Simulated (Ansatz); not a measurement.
Start from `[F][Ge]([F])([F])[Cl]` and change one atom or group to get `[F][Ge]([F])([Cl])[Br]`.

Ansatz, PBE0-D4/def2-TZVP geometries, multiplicity 1. 

Scalar relativity is left out up to krypton.

```
                                        property  `[F][Ge]([F])([F])[Cl]`
              LUMO energy (PBE0/def2-TZVPP) / eV                    -1.77
            HOMO–LUMO gap (PBE0/def2-TZVPP) / eV                     8.89
size of the dipole moment (B3LYP/def2-TZVPP) / D                     1.26
             LUMO energy (B3LYP/def2-TZVPP) / eV                    -2.16
           HOMO–LUMO gap (B3LYP/def2-TZVPP) / eV                     8.20
  zero-point energy (PBE0-D4/def2-TZVP) / kJ/mol                     23.2
```

(1) Give the same properties after the change, and the shifts. (Estimate.)

## Answers

(1) The calculation gave: 
```csv
property,`[F][Ge]([F])([Cl])[Br]`,shift
LUMO energy (PBE0/def2-TZVPP) / eV,-2.13,-0.36
HOMO–LUMO gap (PBE0/def2-TZVPP) / eV,7.44,-1.45
size of the dipole moment (B3LYP/def2-TZVPP) / D,1.48,0.22
LUMO energy (B3LYP/def2-TZVPP) / eV,-2.46,-0.30
HOMO–LUMO gap (B3LYP/def2-TZVPP) / eV,6.82,-1.38
zero-point energy (PBE0-D4/def2-TZVP) / kJ/mol,19.2,-4.0
```

With PBE0 the HOMO rises by 1.09 eV and the LUMO falls by 0.36 eV, so the gap narrows by about 1.45 eV. PBE moves the HOMO by 0.91 eV and ωB97M-V by 1.18 eV. Dipoles are sizes alone; their direction can turn.

B3LYP here is the variant with VWN-RPA as its local correlation; programs differ in this.

Spin–orbit coupling is left out; it splits and shifts lone-pair levels of the heavy atoms by tenths of an eV.
